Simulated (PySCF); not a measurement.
# C₆ coefficients of unlike pairs at PBE

Calculated with PySCF 2.14 from the dipole response of each species, C₆(A,B) = (3/π) ∫ α_A(iu) α_B(iu) du, in atomic units, from isotropic polarisabilities. For ions this is the dispersion term alone; charge-induced terms of lower order in 1/R come first.

```tsv
species	configuration	basis	relativity	α (bohr³)	C₆ (like pair)
Cd²⁺	[Kr] 4d10 (1S)	x2c-QZVPPall with one added diffuse shell each of s, p, d, f, g type (14s9p8d5f3g)	spin-free X2C	5.642	28.77
Pb	[Xe] 4f14 5d10 6s2 6p2 (3P)	aug-cc-pVTZ-PP with ECP60MDF (6s5p4d2f)	core potential	69.52	805.5
K⁺	[Ar] (1S)	aug-cc-pwCVTZ-X2C (9s8p6d3f)	spin-free X2C	5.657	24.22
B²⁺	[He] 2s1 (2S)	dyall-av3z (15s9p3d2f)	spin-free X2C	6.974	9.254
```

(1) Estimate C₆ for Pb with Cd²⁺.

No spin-orbit coupling is included, so Pb, close to jj coupling, stand for model states.

The other pairs:

| pair | C₆ |
| --- | --- |
| B²⁺, Cd²⁺ | 12.69 |
| K⁺, Cd²⁺ | 26.09 |
| B²⁺, K⁺ | 12.38 |
| B²⁺, Pb | 86.16 |
| K⁺, Pb | 117.2 |

Results:

(1) The integral gives 120.8. The combination rule 2 C_A C_B / (C_A α_B/α_A + C_B α_A/α_B) gives 110.4 and the geometric mean 152.2.
